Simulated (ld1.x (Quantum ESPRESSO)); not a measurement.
# titanium: from the effect back to the setting (TM)

Base potential:

```json
{
  "Element": "Ti (Z = 22)",
  "Generator": "ld1.x (Quantum ESPRESSO) 7.5",
  "Type": "norm-conserving Troullier–Martins (Kleinman–Bylander form)",
  "Functional": "PBE",
  "Relativity": "scalar-relativistic",
  "Frozen core": "[Ar]",
  "Valence charge": "4",
  "Reference configuration": "3d2 4s2 4p0",
  "Partial waves": "4p (bound, empty): rc 2.70 bohr; 3d (bound): rc 1.55 bohr; 4s (bound): rc 2.60 bohr",
  "Local potential": "the s channel",
  "Core correction": "Bessel-smoothed model core inside 1.45 bohr"
}
```

Cutoffs, loose and tight: the cutoffs (Ry, on a coarse ladder) from which the occupation-weighted sum of valence levels, in a spherical-Bessel basis at the reference potential, stays within 10 and 1 mRy of its value at 400 Ry. They do not see the model core or the augmentation charge, which bear on the density cutoff. Test errors are all-electron minus pseudo excitation energies from the reference, over the configurations 3d2 4s1 4p0; 3d2 4s0 4p0; 3d1 4s0 4p0; 3d2 4s0 4p1; 3d3 4s0 4p0; 3d3 4s1 4p0; 3d1 4s2 4p1; variants that change the core or the reference have their own tests.

Only the scale of all radii but the core radius (base = 1) is moved (1 further runs of the sweep failed or gave no value and are left out):

```tsv
scale of all radii but the core radius (base = 1)	cutoff, loose	cutoff, tight	bound ghosts	largest test error (meV)
0.76	110 Ry	140 Ry	p	-736 over the solved tests; 1 of 7 tests not solved or not reliable
0.86	100 Ry	110 Ry	p	-635 over the solved tests; 4 of 7 tests not solved or not reliable
1.02	70 Ry	90 Ry	none	-560 over the solved tests; 1 of 7 tests not solved or not reliable
1.09	70 Ry	80 Ry	none	-429 over the solved tests; 5 of 7 tests not solved or not reliable
1.31	50 Ry	60 Ry	none	-617 over the solved tests; 2 of 7 tests not solved or not reliable
1.38	50 Ry	55 Ry	none	-660 over the solved tests; 3 of 7 tests not solved or not reliable
```

One more run gave cutoff, loose: 55 Ry; cutoff, tight: 70 Ry; bound ghosts: none; largest test error (meV): -574 over the solved tests; 1 of 7 tests not solved or not reliable. Which value of the scale of all radii but the core radius (base = 1) was used?

1.22. The tight cutoff moves one way along this sweep, from 140 Ry at 0.76 to 55 Ry at 1.38, which places the run between 1.09 and 1.31.
